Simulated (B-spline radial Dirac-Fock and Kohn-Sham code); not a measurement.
## Elastic and transport cross sections of copper for electrons

Calculated with a radial finite-basis atomic code, using relativistic (Dirac) partial waves in the static field of the Dirac-Fock atom with Furness-McCarthy exchange, without polarisation or absorption potentials. Below a few hundred eV the neglected polarisation potential matters, most of all at small angles. σ_tr1 and σ_tr2 weight the cross section with 1 − P₁ and 1 − P₂ of cos θ; "backward" is the share scattered beyond 90°.

```
energy (eV)  σ (a₀²)  σ_tr1 (a₀²)  σ_tr2 (a₀²)  σ/σ_tr1  backward (%)
        225     9.81         5.13         4.00     1.91            27
        227     9.78         5.10         3.97     1.92            27
        292     8.93         4.34         3.12     2.06            23
        300     8.83         4.25         3.04     2.08            23
        323     8.55         4.01         2.86     2.14            22
        441     7.39         3.01         2.27     2.45            18
        486     7.05         2.73         2.14     2.59            17
        500     6.95         2.65         2.10     2.63            16
        647     6.10         1.99         1.79     3.07            14
       1000     4.88         1.16         1.32     4.19           9.5
       1010        ?            ?            ?        ?             ?
       1040     4.78         1.11         1.27     4.32           9.2
       1070     4.71         1.07         1.25     4.42           8.9
       1500     3.94        0.677        0.918     5.82           6.3
```

Problem. Fill in the row for 1.01 keV.

Solution. σ = 4.85 a₀², σ_tr1 = 1.15 a₀², σ_tr2 = 1.31 a₀², σ/σ_tr1 = 4.23, backward 9.4 %. The ratio σ/σ_tr1 is roughly the number of elastic collisions that randomise the direction.
